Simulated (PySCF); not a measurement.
C5H7FO2.
SMILES: `C/C=C(/OC)C(=O)F`

Torsions of this conformer, `[CH3:1]/[CH:2]=[C:3](/[O:4][CH3:5])[C:6](=[O:7])[F:8]`: C2–C3–O4–C5 0°, C2–C3–C6–O7 0°.

The closed-shell ground state was solved at several levels (PySCF, density fitting, gas phase, non-relativistic). Isolated species at its GFN2-xTB geometry (one conformer only).

| level | basis functions | HOMO (eV) | LUMO (eV) | gap (eV) | dipole (D) |
| --- | --- | --- | --- | --- | --- |
| B3LYP/pcJ-1 | 286 | -6.93 | -1.80 | 5.13 | 4.38 |
| PBE0/def2-SVPD | 225 | -7.21 | -1.72 | 5.49 | 4.38 |

(1) What might PBE0/pcSseg-1 (171 basis functions) give for the same quantities?

(2) Over all these levels, which gives the widest orbital gap and which the narrowest?

(3) How far do the dipole and the HOMO energy spread over the levels?

Results:

(1) HOMO -7.15 eV, LUMO -1.59 eV, gap 5.56 eV, dipole 4.38 D.

(2) PBE0/pcSseg-1 (global hybrid, 25 % exact exchange) has the widest, 5.56 eV, and B3LYP/pcJ-1 (global hybrid, 20 % exact exchange) the narrowest, 5.13 eV. Functional and basis both differ between the two, so the spread mixes both effects.

(3) The dipole runs from 4.38 to 4.38 D (mean 4.38 D) and the HOMO from -7.21 to -6.93 eV.
